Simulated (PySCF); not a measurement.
Fill in the blanks.

C₆H₁₀OSSi.
Atom-mapped SMILES: `[CH:1]#[C:2][SiH2:3]/[C:4](=[CH:5]/[CH3:6])[S@@:7]([CH3:8])=[O:9]` (hydrogens: H10 on C1; H11, H12 on Si3; H13 on C5; H14, H15, H16 on C6; H17, H18, H19 on C8)

Conformer (atom-mapped SMILES and torsion angles): `[CH:1]#[C:2][SiH2:3]/[C:4](=[CH:5]/[CH3:6])[S@@:7]([CH3:8])=[O:9]`: C2–Si3–C4–C5 -68°, Si3–C4–S7–C8 -81°.

```json
{"property": "point group of the GFN2-xTB geometry", "level": "GFN2-xTB", "value": "?"}
{"property": "rotational constants A, B, C of the GFN2-xTB geometry", "level": "GFN2-xTB", "value": "?"}
{"property": "dipole moment", "level": "PBE0/pcSseg-1", "value": "?"}
{"property": "HOMO energy", "level": "PBE0/pcSseg-1", "value": "?"}
{"property": "LUMO energy", "level": "PBE0/pcSseg-1", "value": "-1.03 eV"}
{"property": "13C chemical shifts (computed TMS as zero) by class", "level": "GIAO PBE0/pcSseg-1", "value": "?"}
{"property": "1H chemical shifts (computed TMS as zero) by class", "level": "GIAO PBE0/pcSseg-1", "value": "6.82 (H13), 5.41 (H11), 4.45 (H12), 2.38 (H17/H18/H19), 1.99 (H10), 1.98 (H14/H15/H16) ppm"}
{"property": "isotropic shieldings of nuclei other than C and H, by class", "level": "GIAO PBE0/pcSseg-1", "value": "?"}
```

Electronic properties: PySCF, gas phase, density fitting. GFN2-xTB frequencies show an imaginary mode (120i cm⁻¹), so this geometry is no minimum at that level. NMR classes are plain means over equivalent atoms (diastereotopic ones count apart unless rotation or inversion swaps them), as if these changed places fast; in this geometry the members of some classes differ.

(1) Give the point group of the GFN2-xTB geometry.

(2) The HOMO energy?

(3) The isotropic shieldings of nuclei other than C and H, by class?

(4) What are the rotational constants A, B, C of the GFN2-xTB geometry?

(5) What is the dipole moment?

(6) What are the 13C chemical shifts (computed TMS as zero) by class?

## Answers

(1) C1.

(2) -6.56 eV.

(3) 289 (O9), 439 (Si3), 197 (S7) ppm.

(4) 1.447, 0.861, 0.723 GHz.

(5) 4.21 D.

(6) 165.9 (C4), 149.8 (C5), 103.9 (C1), 90.1 (C2), 47.1 (C8), 18.0 (C6) ppm.

 With B = h/(8π²I), that is 505.379 GHz u Å² over I, the principal moments of inertia are 349.3, 587.3 and 698.9 u Å² (most abundant isotopes). The dipole equals about 14.0 × 10⁻³⁰ C·m (1 D = 3.33564 × 10⁻³⁰ C·m). The rotational constants make it an asymmetric top with κ = (2B − A − C)/(A − C) = -0.62, nearer the prolate limit (−1).

One conformer stands for the species.
